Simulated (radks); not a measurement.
Values are calculated unless marked as measured or tabulated.
Task: The aluminium ion Al+, 12 electrons, occupied as [Ne] 3s0.5 3p1.5 (fractional occupations, a model configuration). Level of theory: non-relativistic Kohn-Sham, SCAN, spin-unpolarised, spherical densities, point nucleus; meta-GGA in the generalised Kohn-Sham scheme (a radial shooting solver on a logarithmic mesh with Libxc functionals). Some entries of the table are withheld. Estimate them.

orbital,occ.,eigenvalue (eV),<r> (bohr),<1/r> (bohr^-1)
1s,2,-1529.196,(1),12.58
2s,2,-122.4420,(2),2.342
2p,6,(3),0.6004,2.213
3s,0.5,-15.8752,2.387,(4)
3p,1.5,-9.9528,2.860,0.4584

Result: 
(1) 1s <r> (bohr): 0.1205
(2) 2s <r> (bohr): 0.6242
(3) 2p eigenvalue (eV): -82.5885
(4) 3s <1/r> (bohr^-1): 0.5587
